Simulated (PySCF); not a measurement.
## Electronic absorption of (Cl2Al-mu-AsH2)2

(Cl2Al-mu-AsH2)2.
Z-matrix (Å and degrees, PBE0-D3(BJ)/def2-SVP geometry), rows numbered from 1:
```
Al
Cl  1  2.1098
Cl  1  2.1087  2  122.56
As  1  2.5093  2  111.06  3   133.19
Al  4  2.5063  1   93.88  2   110.14
Cl  5  2.1088  4  110.63  1  -109.98
Cl  5  2.1103  4  110.43  1   111.28
As  1  2.5065  2  110.29  3  -133.07
H   4  1.5015  1  115.27  2  -129.27
H   4  1.5018  1  115.57  2   -10.89
H   8  1.5020  1  115.67  2   128.65
H   8  1.5018  1  115.73  2     9.80
```

Computed with TDDFT wB97X-D/def2-SVPD, vertical, gas phase, core orbitals frozen in the response (PySCF 2.14.0, density-fitted response routines). Relativistic effects, spin–orbit coupling among them, are left out although an element past zinc is present.

```json
{"state": "S1", "λ (nm)": "258.9", "E (eV)": "4.79", "f": "0.0000", "main configurations (H = HOMO, L = LUMO)": "H→L (96%)"}
{"state": "S2", "λ (nm)": "218.7", "E (eV)": "5.67", "f": "0.0000", "main configurations (H = HOMO, L = LUMO)": "H-1→L (90%)"}
{"state": "S3", "λ (nm)": "197.9", "E (eV)": "6.27", "f": "0.0000", "main configurations (H = HOMO, L = LUMO)": "H→L+1 (87%)"}
{"state": "S4", "λ (nm)": "193.5", "E (eV)": "6.41", "f": "0.0000", "main configurations (H = HOMO, L = LUMO)": "H→L+2 (92%)"}
{"state": "S5", "λ (nm)": "191.2", "E (eV)": "6.49", "f": "0.0000", "main configurations (H = HOMO, L = LUMO)": "H-2→L (92%)"}
{"state": "S6", "λ (nm)": "186.4", "E (eV)": "6.65", "f": "0.121", "main configurations (H = HOMO, L = LUMO)": "H→L+3 (93%)"}
{"state": "S7", "λ (nm)": "177.1", "E (eV)": "7.00", "f": "0.0042", "main configurations (H = HOMO, L = LUMO)": "H-3→L (68%), H→L+4 (12%), H-1→L+2 (10%)"}
{"state": "S8", "λ (nm)": "175.5", "E (eV)": "7.07", "f": "0.0000", "main configurations (H = HOMO, L = LUMO)": "H-4→L (89%)"}
{"state": "S9", "λ (nm)": "175.3", "E (eV)": "7.07", "f": "0.0095", "main configurations (H = HOMO, L = LUMO)": "H-1→L+2 (49%), H-1→L+1 (20%), H→L+7 (16%)"}
{"state": "S10", "λ (nm)": "173.5", "E (eV)": "7.15", "f": "0.021", "main configurations (H = HOMO, L = LUMO)": "H-5→L (94%)"}
{"state": "S11", "λ (nm)": "172.5", "E (eV)": "7.19", "f": "0.0001", "main configurations (H = HOMO, L = LUMO)": "H-6→L (93%)"}
{"state": "S12", "λ (nm)": "170.2", "E (eV)": "7.29", "f": "0.769", "main configurations (H = HOMO, L = LUMO)": "H-1→L+1 (62%), H-1→L+2 (22%)"}
{"state": "S13", "λ (nm)": "169.8", "E (eV)": "7.30", "f": "0.019", "main configurations (H = HOMO, L = LUMO)": "H-7→L (82%)"}
{"state": "S14", "λ (nm)": "169.0", "E (eV)": "7.34", "f": "0.348", "main configurations (H = HOMO, L = LUMO)": "H→L+4 (78%), H-3→L (10%)"}
{"state": "S15", "λ (nm)": "166.3", "E (eV)": "7.46", "f": "0.0000", "main configurations (H = HOMO, L = LUMO)": "H-1→L+3 (90%)"}
```

Triplets (Tamm–Dancoff): T1 4.56 eV, H→L (93%); T2 5.25 eV, H-1→L (84%), H→L+6 (9%); T3 5.78 eV, H→L+2 (87%); T4 5.78 eV, H-2→L (80%), H-9→L (14%).

The lowest singlet comes at 259 nm (462 kJ/mol) in the ultraviolet; it is dark (f under 0.0005); its leading configuration is HOMO→LUMO (96%). The most intense listed level is S12 at 7.29 eV (170 nm, f = 0.769), 2.50 eV above S1. S8/S9 lie within about 0.01 eV of each other. Löwdin shares by element: HOMO arsenic 50%, aluminium 15% (atoms not listed hold the other 36%); LUMO arsenic 51%, aluminium 18% (atoms not listed hold the other 31%). Of the 15 states listed, 5 reach f = 0.01 and 8 stay under 0.0005. The listed states span 2.67 eV, and the widest gap between neighbours is 0.88 eV (S1 to S2). Weighted by f, the mean energy of these states is 7.24 eV. Only the lowest 15 singlets were computed, as vertical energies without vibronic structure.

Hardware: Arm Neoverse V1, one thread, shared host with 32 logical CPUs at a one-minute load of 27. Cost: 2.7 min of wall time (with the writing of density and orbital grids), 1.6 GiB resident at most.

One conformer stands for the species.
